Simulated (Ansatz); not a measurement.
C2H8OSi2 (`C[SiH2]C(=O)[SiH3]`), 13 atoms. The species carries charge 0 and has multiplicity 1. All runs use 4 threads of an Arm Neoverse V2 on a shared host. Correlated methods freeze the cores.

Task: How many basis functions does each run have, and how long does it take in Ansatz? RKS B2PLYP (frozen core)/def2-TZVPP energy; RKS PBE0-D4/def2-SVP energy; RKS PBE0-D4/def2-TZVP frequencies; RKS PBE0-D4/def2-TZVP relaxation (11 steps); RHF-MP2/def2-QZVPP energy; RKS PBE0-D4/def2-QZVPP energy; direct RPA on PBE orbitals/def2-TZVPP energy; RKS B3LYP-D4/def2-TZVPP energy and forces; RHF-CCSD(T)/def2-SVP energy; RHF-CCSD(T)/def2-TZVPP energy; RKS r2SCAN0-D4/def2-TZVPP energy; RKS ωB97M-V/def2-SVP energy. (Estimate.)

Result: Computed: Other jobs shared the machine, so times are rough.

| level | job | functions | wall time | peak host memory (GiB) |
| --- | --- | --- | --- | --- |
| RKS PBE0-D4/def2-SVP | energy | 118 | 1.1 s | 0.28 |
| RKS ωB97M-V/def2-SVP | energy | 118 | 4.4 s | 0.39 |
| RKS r2SCAN0-D4/def2-TZVPP | energy | 289 | 5.5 s | 0.83 |
| RKS B3LYP-D4/def2-TZVPP | energy and forces | 289 | 5.5 s | 0.92 |
| RHF-CCSD(T)/def2-SVP | energy | 118 | 6 s | 0.6 |
| RKS B2PLYP (frozen core)/def2-TZVPP | energy | 289 | 6.5 s | 0.81 |
| direct RPA on PBE orbitals/def2-TZVPP | energy | 289 | 6.5 s | 0.74 |
| RKS PBE0-D4/def2-QZVPP | energy | 551 | 10 s | 2.3 |
| RHF-MP2/def2-QZVPP | energy | 551 | 29 s | 3.9 |
| RKS PBE0-D4/def2-TZVP | relaxation (11 steps) | 215 | 38 s | 0.61 |
| RKS PBE0-D4/def2-TZVP | frequencies | 215 | 2.9 min | 0.61 |
| RHF-CCSD(T)/def2-TZVPP | energy | 289 | 3.7 min | 8.6 |

B3LYP here is the variant with VWN-RPA as its local correlation; programs differ in this.
